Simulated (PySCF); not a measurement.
PySCF job for B(GeH3)2(H) (BGe₂H₇), SMILES [GeH3][BH][GeH3], B3LYP-D3(BJ)/def2-SVP. Geometry optimised at B3LYP-D3(BJ)/def2-SVP. This is a generated structure with no PubChem entry under its InChIKey; it may be hypothetical.

```python
import numpy as np
from pyscf import gto, scf, dft, df
from pyscf.hessian import thermo

mol = gto.M(
    atom='''
    B     0.00000000    0.00000000    0.92330716
    Ge    1.80960460   -0.00259988   -0.07309852
    H     2.93763323   -0.74805521    0.67425446
    H     2.24509625    1.48056791   -0.20120551
    H     1.71467382   -0.56917730   -1.50683593
    Ge   -1.80960460    0.00259988   -0.07309852
    H    -2.24509626   -1.48056791   -0.20120551
    H    -1.71467383    0.56917731   -1.50683593
    H    -2.93763323    0.74805521    0.67425448
    H    -0.00000000   -0.00000000    2.12934334
    ''',
    basis='def2-SVP',
    charge=0,
    spin=0,
    max_memory=1600,
    verbose=3,
)
mf = dft.RKS(mol, xc='b3lyp').density_fit(auxbasis='def2-universal-jkfit')
mf.disp = 'd3bj'
mf.grids.level = 3
mf.conv_tol = 1e-11
mf.max_cycle = 100
mf.kernel()

# analytic Hessian; the response equations are solved on a coarser grid
h, args, fine = mf.Hessian(), (mf.mo_energy, mf.mo_coeff, mf.mo_occ), mf.grids
h.max_memory = max(150, 2.5e-5 * df.make_auxmol(mol, mf.with_df.auxbasis).nao * mol.nelec[0] * (mol.nelec[0] + mol.nao))  # MB; small integral blocks
h1ao = h.make_h1(mf.mo_coeff, mf.mo_occ)
mf.grids = dft.Grids(mol).set(level=1).build(with_non0tab=True)
mo1, mo_e1 = h.solve_mo1(*args, h1ao)
mf.grids = fine
hess = h.hess_elec(*args, mo1, mo_e1, h1ao) + h.hess_nuc()
if mf.do_disp():
    hess += h.get_dispersion()
for i in range(mol.natm):  # the analytic DFT Hessian lacks the response of the grid: restore translational invariance
    hess[i, i] -= hess[i].sum(axis=0)
hess = (hess + hess.transpose(1, 0, 3, 2)) / 2
vib = thermo.harmonic_analysis(mol, hess, imaginary_freq=False)
thermo.dump_normal_mode(mol, vib)
th = thermo.thermo(mf, vib['freq_au'][vib['freq_au'] > 0], 298.15, 101325)
thermo.dump_thermo(mol, th)
g0 = mf.nuc_grad_method().set(verbose=0).kernel()

# dipole derivatives [dipole axis, atom, xyz] from the same response
r, irp = mol.intor('int1e_r'), mol.intor('int1e_irp').reshape(3, 3, mol.nao, mol.nao)
sl, dm0, ok = mol.aoslice_by_atom(), np.array(mf.make_rdm1()), []
dmu = np.einsum('a,xt->xat', mol.atom_charges(), np.eye(3))
for a, (_, _, p0, p1) in enumerate(sl):
    dmu[:, a] += 2 * np.einsum('xtij,ij->xt', irp[:, :, :, p0:p1], dm0.reshape(-1, mol.nao, mol.nao).sum(0)[:, p0:p1])
    for u, c, occ, f in [(mo1, mf.mo_coeff, mf.mo_occ, 4)]:
        dmu[:, a] -= f * np.einsum('tui,xuv,vi->xt', u[a], r, c[:, occ > 0], optimize=True)
L = vib['norm_mode']
ir = 974.8801 * (np.einsum('xat,kat->kx', dmu, L) ** 2).sum(1)       # km/mol
apt = np.einsum('xax->a', dmu) / 3

# polarisability derivatives from nuclear gradients in small electric fields
h0, F = mf.get_hcore(), 0.005
def in_field(f, guess):
    m = mf.copy()
    m.verbose, m.conv_tol, m.conv_tol_grad = 0, 1e-11, 2e-7
    m.get_hcore = lambda *a: h0 + np.einsum('x,xij->ij', f, r)
    m.kernel(guess)
    ok.append(m.converged)
    dm = np.array(m.make_rdm1())
    g = m.nuc_grad_method().kernel() - np.outer(mol.atom_charges(), f)
    for a, (_, _, p0, p1) in enumerate(sl):
        g[a] -= 2 * np.einsum('x,xtij,ij->t', f, irp[:, :, :, p0:p1], dm[:, p0:p1])
    return g, -np.einsum('xij,ij->x', r, dm), dm
E = np.eye(3) * F
g0, _, dm0 = in_field(np.zeros(3), dm0)
gp = [in_field(e, dm0) for e in E]
gm = [in_field(-e, 2 * dm0 - p[2]) for e, p in zip(E, gp)]
alpha = np.array([(p[1] - q[1]) / (2 * F) for p, q in zip(gp, gm)])  # bohr^3
check = abs(np.array([-(p[0] - q[0]) / (2 * F) for p, q in zip(gp, gm)]) - dmu).max()
print('static polarisability / bohr^3:', alpha.round(3))
print('largest difference of analytic and finite-field dipole derivatives / e:', check)
da = np.zeros((3, 3, mol.natm, 3))
for x in range(3):
    da[x, x] = -(gp[x][0] + gm[x][0] - 2 * g0) / F**2
for x, y in ((0, 1), (0, 2), (1, 2)):
    up, down = in_field(E[x] + E[y], gp[x][2] + gp[y][2] - dm0), in_field(-E[x] - E[y], gm[x][2] + gm[y][2] - dm0)
    both = -(up[0] + down[0] - 2 * g0) / F**2
    da[x, y] = da[y, x] = (both - da[x, x] - da[y, y]) / 2
aq = np.einsum('xyat,kat->kxy', da, L) * 0.529177210903**2           # A^2/amu^1/2
a = np.einsum('kxx->k', aq) / 3
g2 = 1.5 * (aq**2).sum((1, 2)) - 4.5 * a**2
raman, depol = 45 * a**2 + 7 * g2, 3 * g2 / (45 * a**2 + 4 * g2 + 1e-12)
print('mode   freq/cm-1   IR/(km/mol)   Raman/(A^4/amu)   depolarisation')
for k, w in enumerate(vib['freq_wavenumber']):
    print(f'{k + 1:4d} {w:11.2f} {ir[k]:13.3f} {raman[k]:17.3f} {depol[k]:16.3f}')
print('max |gradient| / (hartree/bohr):', abs(g0).max())
print('APT charges:', apt.round(4))
```

Program output:

```
converged SCF energy = -4182.57857146746

WARN: DFTD3 does not support analytical Hessian, using finite difference


WARN: Mole.unit (angstrom) is changed to Bohr

Mode                                 0                   1                   2
Irrep
Freq [cm^-1]                       43.3809             55.3416            108.8937
Reduced mass [au]                   1.2498              1.2010              3.1625
Force const [Dyne/A]                0.0014              0.0022              0.0221
Char temp [K]                      62.4154             79.6242            156.6738
Normal mode                   x     y     z       x     y     z       x     y     z
       0   B                -0.00  0.14  0.00   -0.00  0.00 -0.05    0.00  0.00  0.09
       1  Ge                -0.00 -0.01 -0.00    0.03  0.01  0.00   -0.06  0.00 -0.01
       2   H                -0.16 -0.33 -0.08   -0.11 -0.30 -0.09   -0.05 -0.14 -0.18
       3   H                 0.28 -0.07  0.25    0.23 -0.02  0.36    0.01 -0.01  0.13
       4   H                -0.06  0.22 -0.09    0.04  0.33 -0.12   -0.21  0.17 -0.06
       5  Ge                -0.00 -0.01  0.00   -0.03 -0.01  0.00    0.06 -0.00 -0.01
       6   H                 0.28 -0.07 -0.25   -0.23  0.02  0.36   -0.01  0.01  0.13
       7   H                -0.06  0.22  0.09   -0.04 -0.33 -0.12    0.21 -0.17 -0.06
       8   H                -0.16 -0.33  0.08    0.11  0.30 -0.09    0.05  0.14 -0.18
       9   H                 0.03  0.28  0.00    0.00  0.00 -0.05   -0.00 -0.00  0.09
Mode                                 3                   4                   5
Irrep
Freq [cm^-1]                      353.1797            360.0402            394.8699
Reduced mass [au]                   1.0302              1.4823              1.3759
Force const [Dyne/A]                0.0757              0.1132              0.1264
Char temp [K]                     508.1469            518.0177            568.1298
Normal mode                   x     y     z       x     y     z       x     y     z
       0   B                 0.02 -0.00 -0.00   -0.00  0.00 -0.14    0.00  0.00  0.11
       1  Ge                -0.00 -0.01 -0.00   -0.03 -0.01  0.01    0.03 -0.01 -0.01
       2   H                 0.12  0.18  0.00    0.02  0.17  0.11    0.29  0.14 -0.26
       3   H                -0.33  0.12  0.26   -0.30  0.10  0.24   -0.32  0.11  0.11
       4   H                 0.23  0.19 -0.09    0.31  0.15 -0.07   -0.09  0.18 -0.07
       5  Ge                -0.00 -0.01  0.00    0.03  0.01  0.01   -0.03  0.01 -0.01
       6   H                -0.33  0.12 -0.26    0.30 -0.10  0.24    0.32 -0.11  0.11
       7   H                 0.23  0.19  0.09   -0.31 -0.15 -0.07    0.09 -0.18 -0.07
       8   H                 0.12  0.18 -0.00   -0.02 -0.17  0.11   -0.29 -0.14 -0.26
       9   H                 0.12  0.53 -0.00   -0.00 -0.00 -0.14   -0.00 -0.00  0.11
Mode                                 6                   7                   8
Irrep
Freq [cm^-1]                      462.9934            623.9954            658.0190
Reduced mass [au]                   1.0763              1.7435              2.4974
Force const [Dyne/A]                0.1359              0.4000              0.6371
Char temp [K]                     666.1444            897.7905            946.7429
Normal mode                   x     y     z       x     y     z       x     y     z
       0   B                 0.03  0.03 -0.00    0.00  0.00  0.19   -0.22 -0.02  0.00
       1  Ge                 0.00 -0.00  0.02    0.00 -0.00 -0.02    0.02  0.00 -0.01
       2   H                 0.27  0.01 -0.40   -0.14  0.05  0.27   -0.03 -0.03  0.02
       3   H                -0.13  0.03 -0.10    0.05  0.00  0.18   -0.06  0.02  0.04
       4   H                -0.42  0.09 -0.00    0.34 -0.03 -0.02   -0.03 -0.01 -0.00
       5  Ge                 0.00 -0.00 -0.02   -0.00  0.00 -0.02    0.02  0.00  0.01
       6   H                -0.13  0.03  0.10   -0.05 -0.00  0.18   -0.06  0.02 -0.04
       7   H                -0.42  0.09  0.00   -0.34  0.03 -0.02   -0.03 -0.01  0.00
       8   H                 0.27  0.01  0.40    0.14 -0.05  0.27   -0.03 -0.03 -0.02
       9   H                -0.17  0.11 -0.00    0.00  0.00  0.19   -0.55  0.15  0.00
Mode                                 9                  10                  11
Irrep
Freq [cm^-1]                      709.2626            798.5154            823.4494
Reduced mass [au]                   1.5609              1.0737              1.0363
Force const [Dyne/A]                0.4626              0.4034              0.4140
Char temp [K]                    1020.4709           1148.8859           1184.7604
Normal mode                   x     y     z       x     y     z       x     y     z
       0   B                -0.03  0.18  0.00    0.07  0.02 -0.00    0.00  0.00  0.01
       1  Ge                 0.00 -0.01 -0.00    0.01  0.00 -0.00   -0.01 -0.00  0.01
       2   H                 0.09  0.17  0.04   -0.26 -0.13  0.25    0.28  0.21 -0.20
       3   H                -0.12  0.05  0.06   -0.34  0.11  0.20    0.37 -0.12 -0.19
       4   H                 0.08  0.18 -0.08   -0.35 -0.12  0.08    0.31  0.17 -0.09
       5  Ge                 0.00 -0.01  0.00    0.01  0.00  0.00    0.01  0.00  0.01
       6   H                -0.12  0.05 -0.06   -0.34  0.11 -0.20   -0.37  0.12 -0.19
       7   H                 0.08  0.18  0.08   -0.35 -0.12 -0.08   -0.31 -0.17 -0.09
       8   H                 0.09  0.17 -0.04   -0.26 -0.13 -0.25   -0.28 -0.21 -0.20
       9   H                -0.08 -0.63  0.00   -0.03 -0.08 -0.00   -0.00 -0.00  0.00
Mode                                12                  13                  14
Irrep
Freq [cm^-1]                      867.8475            880.1764            890.6111
Reduced mass [au]                   1.0435              1.0207              1.0197
Force const [Dyne/A]                0.4630              0.4659              0.4765
Char temp [K]                    1248.6393           1266.3779           1281.3911
Normal mode                   x     y     z       x     y     z       x     y     z
       0   B                -0.04  0.00 -0.00   -0.00  0.00  0.02    0.00 -0.00 -0.00
       1  Ge                 0.01  0.00  0.01    0.00 -0.00  0.01    0.00 -0.01 -0.00
       2   H                -0.18 -0.29 -0.03   -0.19 -0.27  0.00   -0.06  0.29  0.37
       3   H                -0.28  0.05 -0.42   -0.23  0.03 -0.45    0.10 -0.03 -0.09
       4   H                 0.11  0.23 -0.11    0.19  0.28 -0.13   -0.32  0.36 -0.11
       5  Ge                 0.01  0.00 -0.01   -0.00  0.00  0.01   -0.00  0.01 -0.00
       6   H                -0.28  0.05  0.42    0.23 -0.03 -0.45   -0.10  0.03 -0.09
       7   H                 0.11  0.23  0.11   -0.19 -0.28 -0.13    0.32 -0.36 -0.11
       8   H                -0.18 -0.29  0.03    0.19  0.27  0.00    0.06 -0.29  0.37
       9   H                 0.23  0.00 -0.00    0.00 -0.00  0.03   -0.00  0.00 -0.00
Mode                                15                  16                  17
Irrep
Freq [cm^-1]                      902.1431            941.1775           2083.5348
Reduced mass [au]                   1.0339              1.3645              1.0201
Force const [Dyne/A]                0.4958              0.7122              2.6092
Char temp [K]                    1297.9830           1354.1449           2997.7428
Normal mode                   x     y     z       x     y     z       x     y     z
       0   B                 0.00 -0.04  0.00    0.16 -0.00 -0.00    0.00 -0.00  0.00
       1  Ge                 0.00 -0.01 -0.00   -0.01 -0.00 -0.00   -0.00 -0.01  0.00
       2   H                -0.04  0.28  0.33   -0.07 -0.07  0.04   -0.01 -0.01 -0.00
       3   H                 0.17 -0.06 -0.15   -0.02 -0.01 -0.11    0.20  0.67 -0.06
       4   H                -0.27  0.37 -0.12    0.19  0.09 -0.04   -0.00 -0.01  0.02
       5  Ge                 0.00 -0.01  0.00   -0.01 -0.00  0.00    0.00  0.01  0.00
       6   H                 0.17 -0.06  0.15   -0.02 -0.01  0.11   -0.20 -0.67 -0.06
       7   H                -0.27  0.37  0.12    0.19  0.09  0.04    0.00  0.01  0.02
       8   H                -0.04  0.28 -0.33   -0.07 -0.07 -0.04    0.01  0.01 -0.00
       9   H                 0.01  0.13  0.00   -0.75  0.03 -0.00   -0.00  0.00 -0.01
Mode                                18                  19                  20
Irrep
Freq [cm^-1]                     2084.0719           2111.2479           2114.7466
Reduced mass [au]                   1.0189              1.0189              1.0180
Force const [Dyne/A]                2.6074              2.6758              2.6823
Char temp [K]                    2998.5155           3037.6157           3042.6495
Normal mode                   x     y     z       x     y     z       x     y     z
       0   B                -0.00  0.00  0.00    0.00 -0.00 -0.00   -0.00 -0.00 -0.00
       1  Ge                 0.00  0.01 -0.00    0.01 -0.01  0.00   -0.01  0.00 -0.00
       2   H                -0.04  0.04 -0.03   -0.48  0.32 -0.33    0.49 -0.32  0.33
       3   H                -0.20 -0.67  0.06    0.03  0.06 -0.00   -0.01  0.02 -0.00
       4   H                 0.01  0.03  0.02    0.02  0.06  0.19   -0.02 -0.06 -0.17
       5  Ge                 0.00  0.01  0.00    0.01 -0.01 -0.00    0.01 -0.00 -0.00
       6   H                -0.20 -0.67 -0.06    0.03  0.06  0.00    0.01 -0.02 -0.00
       7   H                 0.01  0.03 -0.02    0.02  0.06 -0.19    0.02  0.06 -0.17
       8   H                -0.04  0.04  0.03   -0.48  0.32  0.33   -0.49  0.32  0.33
       9   H                 0.01 -0.00 -0.00    0.00  0.00  0.00    0.00  0.00 -0.01
Mode                                21                  22                  23
Irrep
Freq [cm^-1]                     2115.0814           2119.3516           2616.1361
Reduced mass [au]                   1.0223              1.0219              1.0945
Force const [Dyne/A]                2.6944              2.7045              4.4137
Char temp [K]                    3043.1313           3049.2751           3764.0373
Normal mode                   x     y     z       x     y     z       x     y     z
       0   B                -0.00 -0.00  0.00    0.00 -0.00  0.00   -0.00  0.00 -0.09
       1  Ge                -0.00 -0.00 -0.01    0.00  0.00  0.01   -0.00 -0.00 -0.00
       2   H                 0.15 -0.10  0.08   -0.13  0.09 -0.08    0.01 -0.00  0.00
       3   H                 0.00  0.01 -0.02    0.01  0.02  0.01    0.00  0.00 -0.00
       4   H                 0.04  0.25  0.62   -0.04 -0.25 -0.63    0.00  0.00  0.00
       5  Ge                -0.00 -0.00  0.01   -0.00 -0.00  0.01    0.00  0.00 -0.00
       6   H                 0.00  0.01  0.02   -0.01 -0.02  0.01   -0.00 -0.00 -0.00
       7   H                 0.04  0.25 -0.62    0.04  0.25 -0.63   -0.00 -0.00  0.00
       8   H                 0.15 -0.10 -0.08    0.13 -0.09 -0.08   -0.01  0.00  0.00
       9   H                 0.01 -0.00  0.00   -0.00  0.00  0.01   -0.00  0.00  0.95
temperature 298.1500 [K]
pressure 101325.00 [Pa]
Rotational constants [GHz] 19.18912 0.98062 0.95481
Symmetry number 2
Zero-point energy (ZPE) 0.05722 [Eh]   150239.405 [J/mol]
                           tot       elec      trans        rot        vib
Entropy [J/mol/K]       360.992      0.000    172.283    108.391     80.318
Cv [J/mol/K]            101.858      0.000     12.472     12.472     76.915
Cp [J/mol/K]            110.173      0.000     20.786     12.472     76.915
Internal energy [J/mol]                      3718.434   3718.434 162002.766
Internal energy [Eh]   -4182.51404  -4182.57857
Enthalpy [J/mol]                             6197.391   3718.434 162002.766
Enthalpy [Eh]          -4182.51309
Gibbs free energy [J/mol]                  -45168.825 -28598.272 138055.830
Gibbs free energy [Eh] -4182.55409
static polarisability / bohr^3: [[96.766  0.749 -0.   ]
 [ 0.746 62.104  0.   ]
 [-0.     0.    68.609]]
largest difference of analytic and finite-field dipole derivatives / e: 0.0013056812123740658
mode   freq/cm-1   IR/(km/mol)   Raman/(A^4/amu)   depolarisation
   1       43.38         0.404             0.728            0.750
   2       55.34         0.120             0.342            0.585
   3      108.89         0.307             0.350            0.105
   4      353.18        29.285             4.722            0.750
   5      360.04         4.413             2.206            0.336
   6      394.87         1.553            12.187            0.271
   7      462.99         9.664             1.225            0.750
   8      624.00        35.074             8.871            0.283
   9      658.02        11.307             1.070            0.750
  10      709.26        17.034             2.588            0.750
  11      798.52       301.367            18.218            0.750
  12      823.45        29.136            46.967            0.545
  13      867.85         7.808            31.200            0.750
  14      880.18        34.065            25.678            0.749
  15      890.61         6.221            35.075            0.749
  16      902.14        59.774            18.599            0.750
  17      941.18        12.209             5.165            0.750
  18     2083.53         0.279           408.282            0.253
  19     2084.07       153.516            10.106            0.750
  20     2111.25       236.798            53.981            0.750
  21     2114.75         7.735           493.690            0.135
  22     2115.08        16.997            74.047            0.750
  23     2119.35       189.059           155.183            0.344
  24     2616.14        74.898           126.760            0.275
max |gradient| / (hartree/bohr): 5.7539067912299054e-05
APT charges: [ 0.1343  0.715  -0.2527 -0.2213 -0.2318  0.715  -0.2213 -0.2318 -0.2527
 -0.1526]
```

Self-consistency was reached.
